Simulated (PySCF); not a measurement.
Spinor energies of Ni (nickel, neutral)

Start: [Ar] 3d7 4s2 4p1; 3d3/2 filled at m_j = +1/2, +3/2; 3d5/2 filled at m_j = -3/2, -1/2, +1/2, +3/2, +5/2; 4p3/2 filled at m_j = +3/2. Calculated with PySCF 2.14 in x2c-TZVPall-2c (6s7p4d1f, 54 functions): generalised Hartree-Fock with the X2C-1e Hamiltonian and a Gaussian nucleus; one run each with spin-orbit coupling (SO) switched off, then screened by Boettger's factors. This is a chosen level, not necessarily the ground level.

| spinor shell | electrons | ε, spin-free (eV) | ε, screened SO (eV) | weight of nominal j (screened SO) | rms radius, screened SO (bohr) |
| --- | --- | --- | --- | --- | --- |
| 1s1/2 | 2 | -8410.7 | -8410.6 | 1.000 | 0.0624 |
| 2s1/2 | 2 | -1059.9 | -1059.9 | 1.000 | 0.265 |
| 2p1/2 | 2 | -908.98 | -921.49 | 0.996 | 0.236 |
| 2p3/2 | 4 | -908.98 | -902.85 | 0.998 | 0.239 |
| 3s1/2 | 2 | -144.17 | -144.16 | 1.000 | 0.788 |
| 3p1/2 | 2 | -97.410 | -103.20 | 0.649 | 0.832 |
| 3p3/2 | 4 | -97.410 | -94.541 | 0.825 | 0.841 |
| 3d5/2 | 5 | -27.363 | -28.576 | 0.575 | 1.01 |
| 3d3/2 | 2 | -27.363 | -24.408 | 0.673 | 1.05 |
| 4s1/2 | 2 | -10.262 | -10.268 | 0.987 | 2.88 |
| 4p3/2 | 1 | -5.401 | -5.368 | 1.000 | 3.35 |

```csv
quantity,spin-free,screened SO
E (hartree),-1518.83233,-1518.86896
M_J,6,6
⟨J²⟩,42.011,42.011
⟨L²⟩,20.006,20.038
⟨S²⟩,6.004,5.993
```

Each row is a mean over spinors that exchange with the open shell spreads, by up to 13.500 eV (3p3/2).

Rows whose weight is well below 1 are mixtures of j = l ± 1/2: exchange outweighs spin-orbit coupling there, and the label is only the starting occupation.

Without spin-orbit coupling the j labels of p, d and f shells carry no meaning; the spin-free column gives the mean over the occupied spinors of each nl shell.
